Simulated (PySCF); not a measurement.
# [Pm(H2O)2]3+: from a saddle point downhill

PySCF 2.14.0, RKS PBE0, Pm lcecp-1-SVP with ECP50, O def2-SVP, H def2-SVP; non-relativistic Hamiltonian with scalar-relativistic core potentials where named; density fitting; no spin-orbit coupling. Relaxed within the symmetry of its start, the geometry (D2d) is

```xyz
7

Pm    0.0000    0.0000    0.0000
O     0.0000    0.0000    2.3245
H     0.5449    0.5449    2.9485
H    -0.5449   -0.5449    2.9485
O     0.0000    0.0000   -2.3245
H     0.5449   -0.5449   -2.9485
H    -0.5449    0.5449   -2.9485
```

and its lowest harmonic modes are -66, -66, 149, 405, 407, 638 cm⁻¹ (negative: unstable). It was moved along the lowest mode and relaxed again.

Problem. Where does it end, and how much lower?

Solution. In C1, 0.215 eV lower, after 23 steps:
```xyz
7

Pm   -0.1604    1.1212    0.0059
O     0.0771   -0.1764    1.8704
H     0.5164    0.0606    2.7288
H    -0.2563   -1.0945    2.0454
O    -0.0237   -0.1690   -1.8729
H     0.3801   -1.0678   -1.9877
H    -0.3380    0.0469   -2.7899
```

Problem. How do the contacts change?

Solution. 
| contact | saddle (Å) | end (Å) |
| --- | --- | --- |
| Pm1–O2 (H2O) | 2.325 | 2.284 |
| Pm1–O5 (H2O) | 2.325 | 2.283 |


Problem. Is the end a minimum?

Solution. Yes, as far as the noise of the softest modes lets one tell (those above −25 cm⁻¹ count as noise); lowest modes 26, 63, 128, 424, 427, 640 cm⁻¹.

An lcecp potential fixes the number of 4f electrons, so in runs with it no electron can move into or out of that shell.

State: singlet in the valence, with the 4f electrons in the core potential.
